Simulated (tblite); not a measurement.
P15H12N (flake black phosphorene) at step 0 of a GFN2-xTB optimisation (tblite, gas phase), coordinates in Å:

```
  1 P    -1.063   -0.873   -0.524
  2 P    -1.372   -0.762   -5.287
  3 N    -2.851   -0.294   -4.327
  4 P    -1.087   -0.836    4.237
  5 P    -1.182    0.986   -1.574
  6 P    -2.852    0.879   -2.921
  7 P    -1.062    1.018    3.176
  8 P     2.240   -0.769   -0.643
  9 P     0.637   -0.830    0.773
 10 P     0.433   -0.708   -4.131
 11 P     2.225   -0.849    4.303
 12 P     0.543   -0.854    5.628
 13 P     2.143    1.096   -1.680
 14 P     0.441    1.090   -2.975
 15 P     2.249    1.013    3.240
 16 P     0.617    1.019    1.862
 17 H    -2.094   -0.901    0.400
 18 H    -1.052   -0.339   -6.554
 19 H    -3.755   -0.758   -4.660
 20 H    -2.158   -0.821    5.112
 21 H    -3.893    1.149   -2.052
 22 H    -2.105    1.005    2.274
 23 H     3.332   -0.734    0.206
 24 H     1.372   -0.576   -5.135
 25 H     3.269   -0.832    5.211
 26 H     0.530    0.368    6.274
 27 H     3.171    1.122   -2.610
 28 H     3.325    0.990    2.375
```

Task: What are the forces on the atoms (eV/Å)?

Result: 
```
  1 P     0.55   -1.87   -0.83
  2 P    -1.90   -2.83    1.23
  3 N     0.00   -0.35    0.15
  4 P     0.11   -2.02   -1.19
  5 P    -1.19    0.43    0.80
  6 P     1.35    2.26   -2.65
  7 P     0.03    1.96    1.41
  8 P    -0.12   -1.93   -1.31
  9 P     0.16   -1.32    0.86
 10 P    -0.57   -1.71    0.73
 11 P    -0.04   -1.87   -1.25
 12 P    -0.03   -0.27    0.95
 13 P     0.13    1.92    1.36
 14 P     0.37    1.24   -1.09
 15 P    -0.07    1.81    1.38
 16 P     0.01    1.14   -0.85
 17 H    -0.04    0.65    0.27
 18 H    -0.12    1.87   -0.39
 19 H     1.80    0.74    0.66
 20 H     0.04    0.71    0.25
 21 H    -0.35   -1.35    0.29
 22 H    -0.04   -0.65   -0.36
 23 H     0.02    0.70    0.30
 24 H     0.03    0.78   -0.24
 25 H    -0.07    0.69    0.25
 26 H     0.01    0.58   -0.13
 27 H    -0.09   -0.66   -0.24
 28 H     0.01   -0.65   -0.33
```
